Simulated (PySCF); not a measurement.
Sb⁺: interval between two levels

Sb⁺ [Kr] 4d10 5s2 5p2 [3P2, M_J = 2] → Sb⁺ [Kr] 4d10 5s2 5p1 6s1 [3P2, M_J = 2], as a difference of total energies. Calculation: PySCF 2.14, in x2c-SVPall-2c with one added diffuse shell each of s, p type (7s9p4d, 54 functions); the two-component X2C-1e Hamiltonian. Correlated levels: [Ar] 3d10 frozen; the 6 highest virtual spinors dropped. "Screened" scales the spin-orbit matrix elements by Boettger's factors to mimic the two-electron term; Breit and QED terms are absent.

```
                    method  interval between two levels (cm⁻¹)
           GHF (spin-free)                               67053
          GMP2 (spin-free)                               67350
 GHF (screened spin-orbit)                               68488
GMP2 (screened spin-orbit)                               68579
```

The spin-free rows relax to the high-spin LS determinant and lack the spin-orbit shift.

Errors of the correlated levels include the incompleteness of this basis and the frozen core.

The labels give the starting determinants; with spin-orbit coupling the two ends relaxed to ⟨J²⟩ = 6.01, ⟨L²⟩ = 2.53, ⟨S²⟩ = 1.77 and ⟨J²⟩ = 6.01, ⟨L²⟩ = 2.02, ⟨S²⟩ = 2.02.

For comparison: 69616 cm⁻¹ (measured; NIST Handbook of Basic Atomic Spectroscopic Data (Sansonetti and Martin, J. Phys. Chem. Ref. Data 34, 1559 (2005))).
